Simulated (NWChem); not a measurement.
**Correlation energy of IIn**

```
In
I 1 2.8214
```
Charge 0, spin multiplicity 1.

All runs are NWChem calculations. The geometry was optimised at B3LYP/def2-SVP with def2 effective core potentials on In, I, a minimum by its harmonic frequencies.

Basis set: def2-SVP. Each correlation energy counts from its own Hartree-Fock reference.

Effective core potentials replace the inner electrons of In, I; spin-orbit coupling is left out. The correlated methods keep 8 core orbitals frozen. The structure started from a generated list of species. Coupled-cluster values serve here as a point of comparison, not as the truth.

### Question
For the correlation energy, MP2 gives -178.9 mHa and SCS-MP2 gives -170.1 mHa. What do CR-CCSD[T], CR-CCSD(T), CCSD give?

### Answer
CR-CCSD[T]: -202.0 mHa; CR-CCSD(T): -201.8 mHa; CCSD: -197.0 mHa.
